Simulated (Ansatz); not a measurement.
`C[SiH]([AlH2])O[SiH3]` → `[AlH2][SiH2]O[SiH3]` + `[CH2]` (triplet)  (formal loss of a carbene)

Calculated with Ansatz (gas phase, PBE0-D4/def2-TZVP geometries, no zero-point term in ΔE). CBS: MP2 limit from def2 TZ/QZ plus the TZ coupled-cluster correction, frozen cores. This one scheme is used for every species. Triplets are unrestricted, without spin–orbit coupling. One conformer a species, not always the lowest.

| species | CCSD(T)/CBS(def2) energy (Eh) |
| --- | --- |
| `C[SiH]([AlH2])O[SiH3]` | -938.88270 |
| `[AlH2][SiH2]O[SiH3]` | -899.60510 |
| `[CH2]` (triplet) | -39.09499 |

(1) Work out ΔE.

Largest T1 diagnostic among the species: 0.012.

## Answers

(1) ΔE = (-899.60510) + (-39.09499) − (-938.88270) = 0.18261 Eh = +114.6 kcal/mol.

In def2-TZVPP, CCSD(T) changes the Hartree–Fock value by +33.8 kcal/mol (the triples alone add +2.9 kcal/mol) and MP2 by +37.3 kcal/mol. From PBE to PBE0 (25 % exact exchange), in def2-TZVPP and without D4, ΔE moves by −1.8 kcal/mol.
